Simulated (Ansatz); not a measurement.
Isolated molecules relaxed with PBE0-D4/def2-TZVP in Ansatz; ΔE leaves out vibrations. CBS: MP2 limit from def2 TZ/QZ plus the TZ coupled-cluster correction, frozen cores. This one scheme is used for every species. Functionals use def2-TZVPP. B3LYP here is the variant with VWN-RPA as its local correlation; programs differ in this. Elements past krypton have def2 core potentials. For Br, Sn outer-core shells are correlated without core-valence functions, which leaves a few kJ/mol of doubt a bond. Scalar relativity is left out up to krypton.

Reaction (ligand exchange at the Sn–Cl bond): `[CH3][Sn][Cl]` + HBr → `[CH3][Sn][Br]` + HCl

Is it downhill or uphill in electronic energy at CCSD(T)/CBS, and by how much? (Best estimate.)

The calculation gave: Downhill: ΔE = -16.4 kJ/mol.

What do these levels give: LDA (SPW92), B3LYP-D4, BHLYP-D4, PBE-QIDH, RPA@PBE/def2-TZVPP, HF/def2-SVP? (An estimate is asked.)

Computed: LDA (SPW92) -14.1, B3LYP-D4 -14.4, BHLYP-D4 -16.6, PBE-QIDH -16.7, RPA@PBE/def2-TZVPP -13.0, HF/def2-SVP -12.6 kJ/mol.

Largest T1 diagnostic among the species: 0.013.

Leaving LDA and LC-ωPBE aside and taking each functional with its dispersion term where it has one, the values, not all of them listed here, spread over 7.1 kJ/mol, from PBE-QIDH to B97M-V.
